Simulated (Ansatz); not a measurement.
Consider the redistribution: `[F][GeH2][NH][GeH3]` + `CO[SiH3]` → `[F][GeH2][O][SiH3]` + `C[NH][GeH3]`.

Calculated with Ansatz (gas phase, PBE0-D4/def2-TZVP geometries, no zero-point term in ΔE). CCSD(T)/CBS is the MP2 limit (def2-TZVPP, def2-QZVPP) plus CCSD(T) − MP2 in def2-TZVPP, frozen cores. Functionals use def2-TZVPP. For Ge outer-core shells are correlated without core-valence functions, which leaves a few kJ/mol of doubt a bond. Scalar relativity is left out up to krypton. One conformer a species, not always the lowest.

```json
{"level": "r2SCANh-D4", "ΔE (kcal/mol)": "-8.7", "difference from CCSD(T)/CBS": "-0.3"}
{"level": "ωB97M-V", "ΔE (kcal/mol)": "-8.3", "difference from CCSD(T)/CBS": "0.1"}
{"level": "PBE-QIDH", "ΔE (kcal/mol)": "-8.6", "difference from CCSD(T)/CBS": "-0.2"}
{"level": "BLYP", "ΔE (kcal/mol)": "-8.3", "difference from CCSD(T)/CBS": "0.1"}
{"level": "r2SCANh", "ΔE (kcal/mol)": "-8.7", "difference from CCSD(T)/CBS": "-0.3"}
{"level": "r2SCAN0", "ΔE (kcal/mol)": "-8.7", "difference from CCSD(T)/CBS": "-0.3"}
{"level": "LC-ωPBE", "ΔE (kcal/mol)": "-8.3", "difference from CCSD(T)/CBS": "0.1"}
{"level": "MP2/def2-SVP", "ΔE (kcal/mol)": "-9.1", "difference from CCSD(T)/CBS": "-0.7"}
{"level": "MP2/def2-QZVPP", "ΔE (kcal/mol)": "-8.8", "difference from CCSD(T)/CBS": "-0.4"}
{"level": "CCSD/CBS(def2)", "ΔE (kcal/mol)": "-8.5", "difference from CCSD(T)/CBS": "-0.1"}
{"level": "CCSD(T)/CBS", "ΔE (kcal/mol)": "-8.4", "difference from CCSD(T)/CBS": "0"}
```

Largest T1 diagnostic among the species: 0.012.

Leaving LDA and LC-ωPBE aside and taking each functional with its dispersion term where it has one, the values, not all of them listed here, spread over 1.0 kcal/mol, from B97M-V to PBE-D4.
